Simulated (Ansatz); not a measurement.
The cluster Be₂Se₂ (the lowest singlet isomer of a short search), 4 atoms. Hardware: 4 threads of Arm Neoverse V2 on a shared host.

Correlated methods freeze 18 core orbitals; core or outer-core shells of Se are correlated, in sets that lack core-valence functions.

Task: How many basis functions does each of these Ansatz runs have, and roughly what does it cost? MP2/def2-TZVP, charge 0 singlet, energy, from earlier orbitals; r2SCAN-D4/def2-TZVP, charge 1 doublet at the geometry of the charge 0 singlet, energy, from earlier orbitals; LDA (SPW92)/def2-TZVP, charge 0 singlet, energy, from earlier orbitals; B2PLYP/def2-TZVP, charge 0 quintet, energy, from earlier orbitals; PBE0-D4/def2-TZVP, charge 0 quintet, energy, from earlier orbitals; PBE-D4/def2-SVP, charge 0 singlet, energy, from earlier orbitals; PBE0-D4/def2-TZVP, charge 0 singlet, energy and forces, from earlier orbitals; PBE with 50 % exact exchange/def2-TZVP, charge 0 singlet, energy, from earlier orbitals; PBE with 50 % exact exchange/def2-TZVP, charge 0 quintet, energy, from earlier orbitals; PBE with 35 % exact exchange/def2-TZVP, charge 0 singlet, energy, from earlier orbitals; r2SCAN-D4/def2-TZVP, charge 0 singlet, relaxation, 4 steps; HF/def2-TZVP, charge 0 quintet, energy, from earlier orbitals.

Result: Other jobs shared the machine, so times can vary by a factor of up to 3. A dash marks memory too small to be measured apart from the calling script's.

| run | functions | fitting or Cholesky vectors | wall time | peak host memory (GiB) |
| --- | --- | --- | --- | --- |
| PBE-D4/def2-SVP, charge 0 singlet, energy, from earlier orbitals | 82 | 960 | 0.5 s | – |
| LDA (SPW92)/def2-TZVP, charge 0 singlet, energy, from earlier orbitals | 134 | 1056 | 0.55 s | – |
| MP2/def2-TZVP, charge 0 singlet, energy, from earlier orbitals | 134 | 958 | 0.95 s | – |
| PBE with 35 % exact exchange/def2-TZVP, charge 0 singlet, energy, from earlier orbitals | 134 | 1170 | 1.3 s | – |
| PBE with 50 % exact exchange/def2-TZVP, charge 0 singlet, energy, from earlier orbitals | 134 | 1212 | 1.4 s | – |
| HF/def2-TZVP, charge 0 quintet, energy, from earlier orbitals | 134 | 958 | 1.4 s | – |
| PBE0-D4/def2-TZVP, charge 0 singlet, energy and forces, from earlier orbitals | 134 | 1106 | 1.6 s | – |
| r2SCAN-D4/def2-TZVP, charge 1 doublet at the geometry of the charge 0 singlet, energy, from earlier orbitals | 134 | 1056 | 4.2 s | – |
| PBE0-D4/def2-TZVP, charge 0 quintet, energy, from earlier orbitals | 134 | 958 | 4.3 s | – |
| B2PLYP/def2-TZVP, charge 0 quintet, energy, from earlier orbitals | 134 | 958 | 4.3 s | – |
| PBE with 50 % exact exchange/def2-TZVP, charge 0 quintet, energy, from earlier orbitals | 134 | 958 | 4.7 s | – |
| r2SCAN-D4/def2-TZVP, charge 0 singlet, relaxation, 4 steps | 134 | 1056 | 6 s | – |
